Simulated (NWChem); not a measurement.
Species: CH6N2Si2; SMILES [Si@@H]1(N)[SiH2]C=N1

```xyz
11

N      0.4509    -2.1715     0.5227
Si    -0.0627    -0.8039    -0.3749
N     -1.5368     0.1103     0.1576
C     -1.1093     1.3189     0.2572
Si     0.7993     1.3476     0.0008
H      0.1566    -3.1071     0.2679
H      0.7037    -2.1084     1.5014
H     -0.2714    -1.2792    -1.7735
H     -1.8162     2.1408     0.4887
H      1.5393     1.5938     1.2825
H      1.3830     2.2643    -1.0329
```
Atoms are numbered in this order, from 1.

Computed with NWChem. All runs use the structure optimised with PBE0/def2-SVP. Level: M05-2X/def2-SVP with SMD (1 M gas to 1 M solution), gas-phase geometry. Reactions with the solvent are ignored.

| solvent | dielectric constant | solvation free energy (kcal/mol) | cavity-dispersion-structure term (kcal/mol) | dipole in solution (D) |
|---|---|---|---|---|
| water | 78.4 | -2.3 | 4.5 | 2.23 |
| cyclohexanone | 15.6 | -3.9 | 2.4 | 2.20 |
| dimethyl sulfoxide | 46.8 | -3.4 | 3.2 | 2.23 |
| dichloromethane | 8.93 | -4.7 | 1.2 | 2.17 |
